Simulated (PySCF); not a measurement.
EPR parameters of C4H10ClSi

C4H10ClSi (doublet state).
Geometry (GFN2-xTB, Å), atoms numbered from 1 in this order:
```
atom  x, y, z in Å
C1     2.426   -0.513    0.530
Si2    0.998    0.670    0.928
C3    -0.588    0.220   -0.056
C4    -1.011   -1.231    0.088
C5    -1.743    1.160    0.235
Cl6   -0.131    0.470   -1.818
H7     2.240   -1.522    0.886
H8     3.345   -0.165    0.991
H9     2.590   -0.562   -0.545
H10    1.321    2.078    0.690
H11   -1.866   -1.451   -0.551
H12   -0.200   -1.902   -0.185
H13   -1.293   -1.426    1.121
H14   -2.044    1.053    1.276
H15   -1.452    2.194    0.066
H16   -2.600    0.936   -0.400
```

The hyperfine couplings belong to this conformer and change with its torsions.

As a line formula: `C[SiH]C(C)(C)Cl` [radical].

Method: PySCF, UKS B3LYP, pcH-1 on C Cl H Si, non-relativistic, mean-field spin-orbit, GIAO. The structure is a single GFN2-xTB conformer in the gas phase; no vibrational or solvent corrections. The geometry wasn't refined by DFT: couplings that depend on bond lengths, twists or pyramidal angles can differ widely from those at the functional's own minimum, by a factor of two or more for some ions and for spin on atoms past the first row. The SCF solution wasn't tested for stability.

| Item | Value |
| --- | --- |
| g1, g2, g3 | 2.00150, 2.00259, 2.00509 |
| g_iso | 2.00306 |
| Form of g | rhombic: the two nearest values differ by 30 % of g3 − g1 |
| ⟨S²⟩ | 0.7515 (exact 0.7500) |
| α and β electrons | 33, 32 |
| Total energy | -908.14170 Eh |

Hyperfine couplings atom by atom, in MHz; T1 to T3 are the principal values of the dipolar part:

| atom | isotope | a_iso | of which spin–orbit | T1 | T2 | T3 | Mulliken spin population |
| --- | --- | --- | --- | --- | --- | --- | --- |
| C1 | 13C | 25.9 | 0.0 | -4.0 | -3.6 | 7.7 | -0.01 |
| Si2 | 29Si | -410.3 | 1.0 | -170.5 | 85.1 | 85.4 | 0.92 |
| C3 | 13C | 48.6 | 0.1 | -4.2 | -3.0 | 7.2 | 0.01 |
| C4 | 13C | -0.9 | 0.0 | -0.9 | 0.0 | 0.9 | 0.00 |
| C5 | 13C | -0.2 | 0.0 | -0.9 | 0.0 | 0.9 | 0.00 |
| Cl6 | 35Cl | 19.5 | 0.2 | -11.9 | -10.7 | 22.6 | 0.05 |
| H7 | 1H | 7.6 | 0.0 | -4.4 | -2.7 | 7.1 | 0.00 |
| H8 | 1H | -1.6 | 0.0 | -4.0 | -2.2 | 6.2 | 0.00 |
| H9 | 1H | 56.3 | 0.0 | -3.9 | 0.1 | 3.8 | 0.03 |
| H10 | 1H | 55.8 | 0.0 | -9.2 | 0.8 | 8.4 | 0.01 |
| H11 | 1H | -1.8 | 0.0 | -1.3 | -0.8 | 2.1 | 0.00 |
| H12 | 1H | 0.5 | 0.0 | -2.0 | -1.5 | 3.4 | 0.00 |
| H13 | 1H | 0.8 | 0.0 | -2.8 | -1.8 | 4.6 | 0.00 |
| H14 | 1H | 1.0 | 0.0 | -3.0 | -1.8 | 4.8 | 0.00 |
| H15 | 1H | 0.5 | 0.0 | -2.1 | -1.6 | 3.7 | 0.00 |
| H16 | 1H | -1.8 | 0.0 | -1.4 | -0.8 | 2.2 | 0.00 |

The largest Mulliken spin population is on Si2 (+0.92). The angles at Si2 add up to 334.0°, so it is pyramidal.

Axes: g1 points within 10° of the C1–Si2 bond.

Under fast tumbling the dipolar parts average out, and these isotropic splittings remain: 1 × 1H (H10, I = 1/2, 2 lines) with 1.99 mT, 3 × 1H (H7/H8/H9, I = 1/2, 4 lines) with 0.74 mT and 1 × 35Cl (Cl6, I = 3/2, 4 lines) with 0.70 mT.

Class means assume fast exchange of nuclei equivalent by connectivity; if that motion is slow, each nucleus keeps its own coupling. The three 1H nuclei of mean +20.8 MHz run from -1.6 to 56.3 MHz in the frozen geometry.

Main isotope only: 35Cl (natural samples also hold 24 % 37Cl, magnetic too, which adds its own pattern).

The 13C coupling of C3 (48.6 MHz) shows only in satellite lines or after enrichment, since that isotope makes up about 1.07 % of natural carbon.

The 29Si coupling of Si2 (-410.3 MHz) shows only in satellite lines or after enrichment, since that isotope makes up about 4.7 % of natural silicon.
